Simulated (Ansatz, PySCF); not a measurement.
Species: sum formula NHTeI, net charge 0, doublet state. It need not be the lowest isomer of its formula. SMILES: [NH][Te]I
Geometry from a B3LYP-D3(BJ)/def2-TZVP (Ansatz, a quantum-chemistry and plane-wave program) optimisation:
```
Te
N 1 1.9291
H 2 1.0227 1 112.74
I 1 2.7445 2 107.92 3 0.00
```
Charge 0, spin multiplicity 2.

Wanted: atomisation energy (electronic, to ground-state atoms), in kcal/mol. Correlated levels leave the core frozen unless marked. UHF or UKS for open shells. Spin-orbit coupling is left out. Frozen are the shells of the preceding noble gas and the d and f shells that filled before the atom's block. In def2 rows, elements after Kr have scalar-relativistic effective core potentials. STO-3G rows are all-electron and non-relativistic. The coupled-cluster limit lacks core correlation, which all-electron functionals hold. Basis-set limits of correlation are two-point, X^-3; Hartree-Fock from the larger set. The bracket is a focal-point correction in the basis named.

| level | program | atomisation energy (kcal/mol) |
|---|---|---|
| HF/def2-SVPD | Ansatz | 74.2 |
| SVWN5/def2-TZVPD | Ansatz | 253.9 |
| BLYP/def2-TZVPD | Ansatz | 205.7 |
| revPBE-D3(BJ)/def2-TZVPD | Ansatz + dftd3 | 207.2 |
| TPSS-D3(BJ)/def2-TZVPD | PySCF + dftd3 | 210.4 |
| M06-L/def2-TZVPD | PySCF | 201.6 |
| PBE0/STO-3G | Ansatz | 197.6 |
| BHLYP-D3(BJ)/def2-TZVPD | Ansatz + dftd3 | 179.5 |
| HSE06-D3(BJ)/def2-TZVPD | Ansatz + dftd3 | 199.2 |
| HSE06/def2-TZVPD | Ansatz | 196.9 |
| B2PLYP-D3(BJ)/def2-TZVPD | Ansatz + dftd3 | 193.1 |
| SCS-MP2/def2-TZVPPD | Ansatz | 176.6 |
| CCSD/STO-3G | Ansatz | 136.4 |
| RI-MP2/CBS(def2-TZVPP,def2-QZVPP)+[CCSD(T)-MP2]/def2-TZVPP | Ansatz | 193.4 |
| RI-MP2/CBS(def2-TZVPPD,def2-QZVPPD)+[CCSD(T)-MP2]/def2-TZVPPD | Ansatz | 193.2 |
